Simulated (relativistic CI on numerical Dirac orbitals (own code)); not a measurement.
## Ligand-field terms of d5

Computed with a parametric ligand-field model of a d^n configuration (Racah B and C, spin-orbit zeta, crystal field), exact diagonalisation.

Field parameters in Wybourne normalisation: Oh B⁴₀ = 21Dq, B⁴₄ = √(5/14) B⁴₀; Td as Oh with Dq negative (B⁴₀ = 21Dq, B⁴₄ = √(5/14) B⁴₀). The field is a parameter set, without covalency.

Q: Lowest levels for B = 360, C = 1290, ζ = 250 cm⁻¹, Td, 10Dq = -2750 cm⁻¹?

A: Γ7+Γ8 0 (S 2.50), Γ6 8084 (S 1.50), Γ8 8086 (S 1.49), Γ7 8107 (S 1.49), Γ8 8126 (S 1.50), Γ6 9468 (S 1.50), Γ8 9474 (S 1.50), Γ8 9519 (S 1.49), Γ7 9569 (S 1.49) cm⁻¹, with S from ⟨S²⟩ = S(S + 1). The ground level has 2.00 electrons in the cubic e pair.

Q: Lowest levels for B = 730, C = 2770, ζ = 800 cm⁻¹, Oh, 10Dq = 39450 cm⁻¹?

A: Γ7 0 (S 0.50), Γ8 1391 (S 0.50), Γ8 26484 (S 1.50), Γ7 26577 (S 1.50), Γ8 26854 (S 1.50), Γ6 27038 (S 1.50), Γ6 32217 (S 1.50), Γ8 32248 (S 1.50), Γ8 32458 (S 1.49) cm⁻¹, with S from ⟨S²⟩ = S(S + 1). The ground level has 0.03 electrons in the cubic e pair.

Q: Lowest levels for B = 320, C = 1390, ζ = 410 cm⁻¹, Oh, 10Dq = 13950 cm⁻¹?

A: Γ7 0 (S 0.51), Γ8 730 (S 0.51), Γ8 7705 (S 1.54), Γ7 7768 (S 1.55), Γ8 7961 (S 1.50), Γ6 8053 (S 1.50), Γ6 10252 (S 1.50), Γ8 10267 (S 1.51), Γ8 10361 (S 1.51) cm⁻¹, with S from ⟨S²⟩ = S(S + 1). The ground level has 0.05 electrons in the cubic e pair.

Q: Lowest levels for B = 650, C = 2550, ζ = 2050 cm⁻¹, Oh, 10Dq = 22100 cm⁻¹?

A: Γ7 0 (S 0.62), Γ8 3937 (S 0.61), Γ8 10676 (S 1.88), Γ7 11266 (S 1.97), Γ8 13490 (S 1.50), Γ6 14038 (S 1.49), Γ8 16215 (S 2.09), Γ7 16702 (S 2.05), Γ6 17894 (S 1.48) cm⁻¹, with S from ⟨S²⟩ = S(S + 1). The ground level has 0.15 electrons in the cubic e pair; its S is far from a half-integer, so spin-orbit coupling mixes spin states.

Q: Lowest levels for B = 720, C = 3230, ζ = 740 cm⁻¹, Oh, 10Dq = 23900 cm⁻¹?

A: Γ7 0 (S 0.53), Γ8 1347 (S 0.52), Γ8 7399 (S 2.38), Γ7 7420 (S 2.38), Γ8 10101 (S 1.51), Γ6 10260 (S 1.50), Γ8 10331 (S 1.66), Γ7 10433 (S 1.65), Γ6 15164 (S 1.50) cm⁻¹, with S from ⟨S²⟩ = S(S + 1). The ground level has 0.07 electrons in the cubic e pair.
